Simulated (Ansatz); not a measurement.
Spin states of the cluster SiTe₂⁻, each relaxed with r2SCAN-D4/def2-TZVPD in Ansatz. Electronic energies in the gas phase.

In the def2 sets Te takes a core potential; there is no spin–orbit coupling. B3LYP takes the VWN-RPA correlation. Correlated methods freeze 13 core orbitals; core or outer-core shells of Te are correlated, in sets that lack core-valence functions. The rows differ in basis, and correlated rows in double-zeta sets carry the largest basis error. The structure comes from a short search, and lower isomers may exist.

Doublet geometry (C2v within 0.1 Å):

Cartesian coordinates in Å:
```
Si -0.492 0.174 0.362
Te 0.007 1.723 -1.375
Te 0.485 -1.897 1.013
```

Quartet geometry (C2v within 0.1 Å):

```xyz
3

Si    0.605    0.841   -0.075
Te   -1.761    0.682    0.621
Te    1.156   -1.523   -0.545
```

⟨S²⟩: doublet 0.76 at PBE0-D4/def2-TZVPD (pure 0.75), quartet 3.76 at PBE0-D4/def2-TZVPD (pure 3.75).

Run but left out: GFN2-xTB (tight binding far off the other levels).

Only these spin states were relaxed.

```tsv
level	quartet − doublet (kJ/mol)	lowest of these	remarks
r2SCAN-D4/def2-TZVPD	167.9	doublet	HOMO above zero (quartet)
r2SCANh-D4/def2-TZVPD	166.8	doublet	HOMO above zero (quartet)
PBE0-D4/def2-TZVPD	169.4	doublet	HOMO above zero (quartet)
MP2/def2-SVPD	192.1	doublet	–
MP2/def2-TZVPD	203.9	doublet	–
CCSD/def2-SVPD	169.1	doublet	–
```

Q: Estimate the rows for HF/def2-TZVPD, PBE-D4/def2-TZVPD, B3LYP-D4/def2-TZVPD, BHLYP-D4/def2-TZVPD, CAM-B3LYP-D4/def2-TZVPD, CCSD(T)/def2-SVPD.

A: 
```
                  level  quartet − doublet (kJ/mol)  lowest of these                    remarks
          HF/def2-TZVPD                       132.5          doublet                          –
      PBE-D4/def2-TZVPD                       171.2          doublet  HOMO above zero (quartet)
    B3LYP-D4/def2-TZVPD                       175.5          doublet  HOMO above zero (quartet)
    BHLYP-D4/def2-TZVPD                       171.0          doublet                          –
CAM-B3LYP-D4/def2-TZVPD                       177.2          doublet                          –
      CCSD(T)/def2-SVPD                       175.5          doublet                          –
```
